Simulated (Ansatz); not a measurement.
H$_{3}$BrO$_{2}$ (SMILES Br.OO), closed shell: a trajectory.

in.yaml

```yaml
crystal:
  periodic: [false, false, false]
  atoms:
    - {symbol: Br, position_ang: [0.417050, 0.133450, -2.763492]}
    - {symbol: H, position_ang: [0.199028, 0.241630, -1.345915]}
    - {symbol: O, position_ang: [-0.022570, 0.465472, 0.543313]}
    - {symbol: O, position_ang: [-0.272368, -0.840538, 1.052278]}
    - {symbol: H, position_ang: [0.791671, 0.701908, 1.006468]}
    - {symbol: H, position_ang: [-1.112812, -0.701921, 1.507348]}
basis:
  gaussian: {orbitals: def2-SVP}
hamiltonian: {xc: {name: BHLYP}, dispersion: d4}
md: {n_steps: 30, timestep: 0.25, temperature: 500, ensemble: nve, seed: 193, initial_velocities: maxwell_boltzmann}
```

Command:

```bash
ansatz run in.yaml --threads 4 --pin off --events-out ev --progress --plain --max-ram 9574MiB
```

Output of Ansatz 0.2.0:

```
Functional definition: BHLYP
  name "BHLYP"
  cite "Becke, J. Chem. Phys. 98, 1372 (1993) doi:10.1063/1.464304"
  cite "Becke, Phys. Rev. A 38, 3098 (1988) doi:10.1103/PhysRevA.38.3098"
  cite "Lee, Yang & Parr, Phys. Rev. B 37, 785 (1988) doi:10.1103/PhysRevB.37.785"
  parameter a = 0.5
  exchange = (1 - a)*b88_x + a*exact_x
  correlation = lyp_c
779 factors; integrals over basis functions are off by at most 3.1e-4 eV
mean field evaluation 1: about -74170.9773 eV, gradient 2.6e1 eV
mean field evaluation 2: about -74171.6467 eV, gradient 1.9e1 eV
mean field evaluation 4: about -74172.2624 eV, gradient 5.8e-1 eV
mean field evaluation 8: about -74172.2985 eV, gradient 7.3e-2 eV
mean field evaluation 16: about -74172.2985 eV, gradient 3.0e-5 eV
mean field -74172.29852423 eV, -2725.7816949756 hartree, gradient 3.0e-5 eV, S^2 0.000000; 0 other end points of the search recorded, 0 dependent functions left out
the calculation of the forces begins
reference -74172.29866479 eV, -2725.7817001411 hartree; 27, 27 occupied and 48, 48 virtual orbitals, 779 factors
md step     0: t =     0.00 fs  T =   500.0 K  F+E_penalty+E_count = -74172.36218932 eV  E_kin = 0.258520 eV  conserved = -74172.10366932 eV  (26 SCF iters)
md step     1: t =     0.25 fs  T =   496.1 K  F+E_penalty+E_count = -74172.36019254 eV  E_kin = 0.256516 eV  conserved = -74172.10367632 eV  (27 SCF iters)
md step     2: t =     0.50 fs  T =   488.6 K  F+E_penalty+E_count = -74172.35632215 eV  E_kin = 0.252648 eV  conserved = -74172.10367414 eV  (26 SCF iters)
md step     3: t =     0.75 fs  T =   477.6 K  F+E_penalty+E_count = -74172.35062236 eV  E_kin = 0.246961 eV  conserved = -74172.10366182 eV  (26 SCF iters)
md step     4: t =     1.00 fs  T =   463.5 K  F+E_penalty+E_count = -74172.34329744 eV  E_kin = 0.239658 eV  conserved = -74172.10363979 eV  (27 SCF iters)
md step     5: t =     1.25 fs  T =   447.0 K  F+E_penalty+E_count = -74172.33470389 eV  E_kin = 0.231094 eV  conserved = -74172.10361000 eV  (26 SCF iters)
md step     6: t =     1.50 fs  T =   428.9 K  F+E_penalty+E_count = -74172.32531843 eV  E_kin = 0.221743 eV  conserved = -74172.10357587 eV  (26 SCF iters)
md step     7: t =     1.75 fs  T =   410.3 K  F+E_penalty+E_count = -74172.31568350 eV  E_kin = 0.212142 eV  conserved = -74172.10354186 eV  (26 SCF iters)
md step     8: t =     2.00 fs  T =   392.3 K  F+E_penalty+E_count = -74172.30633715 eV  E_kin = 0.202824 eV  conserved = -74172.10351270 eV  (27 SCF iters)
md step     9: t =     2.25 fs  T =   375.7 K  F+E_penalty+E_count = -74172.29773921 eV  E_kin = 0.194247 eV  conserved = -74172.10349244 eV  (27 SCF iters)
md step    10: t =     2.50 fs  T =   361.1 K  F+E_penalty+E_count = -74172.29020810 eV  E_kin = 0.186724 eV  conserved = -74172.10348363 eV  (26 SCF iters)
md step    11: t =     2.75 fs  T =   348.9 K  F+E_penalty+E_count = -74172.28388146 eV  E_kin = 0.180395 eV  conserved = -74172.10348669 eV  (27 SCF iters)
md step    12: t =     3.00 fs  T =   338.9 K  F+E_penalty+E_count = -74172.27870931 eV  E_kin = 0.175209 eV  conserved = -74172.10349992 eV  (26 SCF iters)
md step    13: t =     3.25 fs  T =   330.7 K  F+E_penalty+E_count = -74172.27448066 eV  E_kin = 0.170961 eV  conserved = -74172.10351985 eV  (26 SCF iters)
md step    14: t =     3.50 fs  T =   323.6 K  F+E_penalty+E_count = -74172.27087709 eV  E_kin = 0.167335 eV  conserved = -74172.10354211 eV  (27 SCF iters)
md step    15: t =     3.75 fs  T =   317.1 K  F+E_penalty+E_count = -74172.26754099 eV  E_kin = 0.163979 eV  conserved = -74172.10356234 eV  (26 SCF iters)
md step    16: t =     4.00 fs  T =   310.6 K  F+E_penalty+E_count = -74172.26414418 eV  E_kin = 0.160567 eV  conserved = -74172.10357698 eV  (27 SCF iters)
md step    17: t =     4.25 fs  T =   303.4 K  F+E_penalty+E_count = -74172.26044441 eV  E_kin = 0.156861 eV  conserved = -74172.10358376 eV  (27 SCF iters)
md step    18: t =     4.50 fs  T =   295.4 K  F+E_penalty+E_count = -74172.25632162 eV  E_kin = 0.152740 eV  conserved = -74172.10358202 eV  (27 SCF iters)
md step    19: t =     4.75 fs  T =   286.7 K  F+E_penalty+E_count = -74172.25179065 eV  E_kin = 0.148218 eV  conserved = -74172.10357254 eV  (28 SCF iters)
md step    20: t =     5.00 fs  T =   277.4 K  F+E_penalty+E_count = -74172.24699205 eV  E_kin = 0.143435 eV  conserved = -74172.10355666 eV  (26 SCF iters)
md step    21: t =     5.25 fs  T =   268.1 K  F+E_penalty+E_count = -74172.24216739 eV  E_kin = 0.138631 eV  conserved = -74172.10353668 eV  (25 SCF iters)
md step    22: t =     5.50 fs  T =   259.4 K  F+E_penalty+E_count = -74172.23762358 eV  E_kin = 0.134108 eV  conserved = -74172.10351542 eV  (25 SCF iters)
md step    23: t =     5.75 fs  T =   251.8 K  F+E_penalty+E_count = -74172.23369204 eV  E_kin = 0.130197 eV  conserved = -74172.10349519 eV  (25 SCF iters)
md step    24: t =     6.00 fs  T =   246.0 K  F+E_penalty+E_count = -74172.23069013 eV  E_kin = 0.127212 eV  conserved = -74172.10347813 eV  (26 SCF iters)
md step    25: t =     6.25 fs  T =   242.6 K  F+E_penalty+E_count = -74172.22888630 eV  E_kin = 0.125420 eV  conserved = -74172.10346595 eV  (25 SCF iters)
md step    26: t =     6.50 fs  T =   241.8 K  F+E_penalty+E_count = -74172.22847239 eV  E_kin = 0.125013 eV  conserved = -74172.10345984 eV  (25 SCF iters)
md step    27: t =     6.75 fs  T =   243.9 K  F+E_penalty+E_count = -74172.22954419 eV  E_kin = 0.126084 eV  conserved = -74172.10346047 eV  (25 SCF iters)
md step    28: t =     7.00 fs  T =   248.8 K  F+E_penalty+E_count = -74172.23209084 eV  E_kin = 0.128623 eV  conserved = -74172.10346784 eV  (25 SCF iters)
md step    29: t =     7.25 fs  T =   256.3 K  F+E_penalty+E_count = -74172.23599376 eV  E_kin = 0.132512 eV  conserved = -74172.10348150 eV  (25 SCF iters)
md step    30: t =     7.50 fs  T =   266.0 K  F+E_penalty+E_count = -74172.24103482 eV  E_kin = 0.137534 eV  conserved = -74172.10350040 eV  (28 SCF iters)
Total energy: -74172.24117423 eV, -2725.7795874022 hartree
Atom 0 at     0.418746     0.137436    -2.758138 Å, force     0.090266    -0.036970    -0.485138 eV/Å
Atom 1 at    -0.003476     0.164532    -1.413273 Å, force    -0.015092     0.045386     0.368045 eV/Å
Atom 2 at    -0.018604     0.460772     0.483423 Å, force     0.102715    -1.694331     1.362845 eV/Å
Atom 3 at    -0.272935    -0.845573     1.089005 Å, force    -1.092899     1.180335    -0.230671 eV/Å
Atom 4 at     0.805317     0.585076     0.962342 Å, force     0.078469     0.696643    -0.494474 eV/Å
Atom 5 at    -1.112386    -0.669431     1.562053 Å, force     0.836541    -0.191062    -0.520606 eV/Å
Dipole moment:    -0.111789     0.116392     0.785601 e Å

[the SCF lines of later steps are left out]
```

The lines “mean field evaluation” count trial sets of orbitals through the whole run, from several starts and some on an approximate energy, so they need not fall steadily or lie above the final value.

The run took about 21 s on 4 CPU threads of an Arm Neoverse V1 (shared host).
